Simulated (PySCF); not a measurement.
## How methods differ on the ionisation energy of Cl(2+)

Cl(2+) [Ne] 3s2 3p3 (4S) → Cl(3+) [Ne] 3s2 3p2 (3P), as a difference of total energies. Calculation: PySCF 2.14, in aug-cc-pV(T+d)Z (6s5p4d2f, 55 functions); the non-relativistic Hamiltonian (point nucleus). Correlated levels: valence: [Ne] frozen. The calculations carry no spin-orbit coupling.

Task: Order these methods by the ionisation energy they give, lowest first.
A. MP2 (valence)
B. SCS-MP2 (valence)
C. CCSD(T) (valence)
D. CCSD (valence)

Result: B (39.416 eV), D (39.541 eV), C (39.577 eV), A (39.613 eV).

A first-order spin-orbit estimate (lowest level to lowest level, LS coupling) adds -0.100 eV.

Errors of the correlated levels include the incompleteness of this basis and the frozen core.

For comparison: 39.8 ± 0.11 eV (semi-empirical (NIST evaluation); NIST Atomic Spectra Database, ionization energies).
